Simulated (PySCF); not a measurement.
Molecule: SMILES [CH](CC)CO (C4H9O), doublet. Atoms near the plane z = 0.0 Å, at the PBE0/def2-SVP optimised geometry (x, y, z in Å): C2 (-1.3, 0.5, 0.0), C3 (-0.6, -0.8, -0.1), C4 (0.9, -0.8, 0.0), O5 (1.3, -2.1, 0.0), H9 (-2.3, 0.3, 0.5), H10 (-0.8, 1.2, 0.7), H11 (-1.1, -1.7, -0.5), H12 (1.2, -0.3, 0.9), H13 (1.4, -0.2, -0.8), H14 (2.3, -2.1, 0.0).

Computed with unrestricted PBE0/def2-TZVP run with PySCF. Cells within 0.4 Å of a nucleus heavier than hydrogen are left out (blank, or x). The values are rescaled to run from 0 to 1.

```
|666666666666666666666666666|
|666666666666666666666666666|
|666666666666666666666666666|
|666666666666666666666666666|
|666666666666666666666666666|
|666666777766666666666666666|
|666667777777766666666666666|
|666667777777776666666666666|
|666677777777777666666666666|
|666677777777777666666666666|
|666777777667777777766666666|
|666777778xx7777777776666666|
|666777766xx7777777777666666|
|666777777535777777777666666|
|666677777744677867777766666|
|66667777776xx32xx6777766666|
|66666777776xx54xx7777766666|
|666666777766777747877776666|
|666666777777778940987776666|
|6666666777777779xxx00777666|
|66666666777777790x677776666|
|666666666777777899987776666|
|666666666666677777777766666|
|666666666666667777777666666|
|666666666666666677766666666|
|666666666666666666666666666|
|666666666666666666666666666|
```
Scale: ten equal steps from 0.000 (start of '0') to 1.00 (end of '9'), in the order '0123456789'; x runs from -4.50 to 4.50, y from -4.50 (bottom) to 4.50 (top).

Q: Which quantity is mapped?
(A) log10 of the electron density
(B) Laplacian of the electron density
(C) spin density
(D) deformation density (molecule minus spherical neutral atoms)

A: B, Laplacian of the electron density. In full: Laplacian of the electron density (e/bohr⁵), clipped to [-1.50, 1.50].
